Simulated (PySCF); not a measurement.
[Nd2H5]+: from a saddle point downhill

PySCF 2.14.0, RKS PBE0, Nd lcecp-1-SVP with ECP49, H def2-SVP; non-relativistic Hamiltonian with scalar-relativistic core potentials where named; density fitting; no spin-orbit coupling. Relaxed within the symmetry of its start, the geometry (D2h) is

```xyz
7

Nd    0.0000    0.0000    2.2632
Nd    0.0000    0.0000   -2.2632
H     0.0000    0.0000    0.0000
H     0.0000    1.7006    3.3049
H     0.0000   -1.7006    3.3049
H     0.0000    1.7006   -3.3049
H     0.0000   -1.7006   -3.3049
```

and its lowest harmonic modes are -247, -240, -50, 90, 132, 274 cm⁻¹ (negative: unstable). It was moved along the lowest mode and relaxed again, within the group C2h that the move left.

(1) Where does it end, and how much lower?

(2) How do the contacts change?

(3) Is the end a minimum?

An lcecp potential fixes the number of 4f electrons, so in runs with it no electron can move into or out of that shell.

State: singlet in the valence, with the 4f electrons in the core potential.

Results:

(1) In C2h, 0.393 eV lower, after 14 steps:
```xyz
7

Nd   -0.7521    0.0000    2.0092
Nd    0.7521    0.0000   -2.0092
H     0.0000    0.0000    0.0000
H     0.4130    1.5778    2.3585
H     0.4130   -1.5778    2.3585
H    -0.4130    1.5778   -2.3585
H    -0.4130   -1.5778   -2.3585
```

(2) 
| contact | saddle (Å) | end (Å) |
| --- | --- | --- |
| Nd1–H3 (H) | 2.263 | 2.145 |
| Nd1–H4 (H) | 1.994 | 1.992 |
| Nd1–H5 (H) | 1.994 | 1.992 |
| Nd2–H6 (H) | 1.994 | 1.992 |
| Nd2–H7 (H) | 1.994 | 1.992 |


(3) No, 3 of the modes stay unstable (below −25 cm⁻¹); lowest modes -148, -136, -36, 63, 72, 217 cm⁻¹.
